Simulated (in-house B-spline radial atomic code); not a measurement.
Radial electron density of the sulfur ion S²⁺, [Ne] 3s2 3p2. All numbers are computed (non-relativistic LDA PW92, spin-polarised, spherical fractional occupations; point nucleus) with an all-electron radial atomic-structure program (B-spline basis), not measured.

Columns: r (bohr), 4πr²n(r) (electrons per bohr), bar.

```
  0.0037   0.4061 #
 0.00443   0.5688 #
 0.00531   0.7945 ##
 0.00636    1.102 ###
 0.00762     1.52 ####
 0.00913    2.079 #####
  0.0109      2.8 #######
  0.0131    3.771 #########
  0.0157    4.985 ############
  0.0188    6.476 ################
  0.0226    8.294 ####################
   0.027     10.3 #########################
  0.0324     12.5 ##############################
  0.0388    14.65 ###################################
  0.0465    16.54 ########################################
  0.0557    17.84 ###########################################
  0.0667    18.29 ############################################
    0.08    17.73 ###########################################
  0.0958    16.28 #######################################
   0.115    14.35 ###################################
   0.138    12.68 ###############################
   0.165    12.03 #############################
   0.197    12.73 ###############################
   0.237    14.62 ###################################
   0.283    16.61 ########################################
    0.34    17.57 ##########################################
   0.407    16.52 ########################################
   0.488    13.48 ################################
   0.584     9.46 #######################
     0.7    5.796 ##############
   0.839    3.548 #########
    1.01    2.808 #######
     1.2    2.885 #######
    1.44    2.921 #######
    1.73    2.468 ######
    2.07    1.664 ####
    2.48   0.8673 ##
    2.97   0.3411 #
    3.56  0.09684 
    4.27  0.01891 
    5.12 0.002419 
    6.13 0.0001932
```

On this grid the curve has 3 maxima, near 0.0667, 0.34, 1.44 bohr.

The 3s down radial function P(r) = rR(r), positive near the nucleus:

| r (bohr) | P |
| --- | --- |
| 0.00125 | 0.01424 |
| 0.00179 | 0.02022 |
| 0.00258 | 0.02877 |
| 0.0037 | 0.04052 |
| 0.00531 | 0.05665 |
| 0.00762 | 0.07828 |
| 0.0109 | 0.1061 |
| 0.0157 | 0.1409 |
| 0.0226 | 0.1801 |
| 0.0324 | 0.2167 |
| 0.0465 | 0.2374 |
| 0.0667 | 0.2196 |
| 0.0958 | 0.1354 |
| 0.138 | -0.03348 |
| 0.197 | -0.2518 |
| 0.283 | -0.4239 |
| 0.407 | -0.3841 |
| 0.584 | -0.03869 |
| 0.839 | 0.4872 |
| 1.2 | 0.8468 |
| 1.73 | 0.7846 |
| 2.48 | 0.4246 |
| 3.56 | 0.1216 |
| 5.12 | 0.01478 |
